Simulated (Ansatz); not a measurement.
Isolated molecules relaxed with PBE0-D4/def2-TZVP in Ansatz; ΔE leaves out vibrations. CCSD(T)/CBS adds triple-zeta CCSD(T) − MP2 to the extrapolated MP2 energy (def2 sets, frozen cores). This one scheme is used for every species. Functionals use def2-TZVPP. B3LYP here is the variant with VWN-RPA as its local correlation; programs differ in this. HSE06 is defined as in plane-wave codes. Elements past krypton have def2 core potentials. For Zr outer-core shells are correlated without core-valence functions, which leaves a few kJ/mol of doubt a bond. One conformer a species, not always the lowest.

Consider the formal hydrolysis of a Zr–Cl bond: `[OH][Zr]([OH])([Cl])[Cl]` + H₂O → `[OH][Zr]([OH])([OH])[Cl]` + HCl.

```csv
level,ΔE (kcal/mol),difference from CCSD(T)/CBS
B3LYP-D4,8.5,-0.8
r2SCANh-D4,9.6,0.3
HSE06-D4,10.0,0.7
BHLYP-D4,9.2,-0.1
CAM-B3LYP-D4,7.1,-2.2
ωB97X-V,7.9,-1.4
PBE-QIDH,9.8,0.5
r2SCAN,9.3,0.0
PBE0,9.6,0.3
HF/def2-SVP,8.3,-1.0
CCSD(T)/CBS,9.3,0
```

Largest T1 diagnostic among the species: 0.016.

From BLYP to BHLYP (50 % exact exchange), in def2-TZVPP and without D4, ΔE moves by +1.1 kcal/mol. At CCSD(T), def2-SVP lies −3.4 kcal/mol from the extrapolated value and def2-TZVPP −0.8 kcal/mol.
